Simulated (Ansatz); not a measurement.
Coupled-cluster diagnostics for BCl₂F, Ansatz.

Geometry of the singlet (r2SCAN-D4/def2-TZVP):

```xyz
4

B     0.049    0.009   -0.081
Cl   -1.140    1.215    0.328
Cl    0.362   -1.360    0.951
F     0.729    0.135   -1.198
```

Correlated methods freeze 12 core orbitals. In CCSD on the charge 1 doublet the largest single amplitude is 0.39, so its Hartree–Fock determinant may place the open shell otherwise than the density functionals do.

**Question.** Estimate the CCSD(T) correlation energy, the shares of MP2 and (T), T1 and the reference's ⟨S²⟩ for: charge 0, singlet, own geometry in def2-TZVPP; charge 1, doublet, vertical in def2-TZVPP; and the rough time on 4 threads of Intel Xeon 6975P-C on a shared host.

**Answer.** 
| state | basis | correlation (eV) | MP2 share (%) | (T) share (%) | T1 | ⟨S²⟩ (pure) | wall time | remarks |
| --- | --- | --- | --- | --- | --- | --- | --- | --- |
| charge 0, singlet, own geometry | def2-TZVPP | -21.172 | 92.2 | 3.8 | 0.012 | 0.00 (0.00) | 3.5 s | – |
| charge 1, doublet, vertical | def2-TZVPP | -20.552 | 90.1 | 4.3 | 0.060 | 0.76 (0.75) | 16 s | large T1 (0.060) |
Customary marks for T1 are 0.02 (closed shells), 0.045 (open shells) and about 0.05 (3d metals). T1 exceeds 0.02 in 1 of 2 rows and 0.045 in 1; the higher it lies, the less the single-reference result can be trusted.
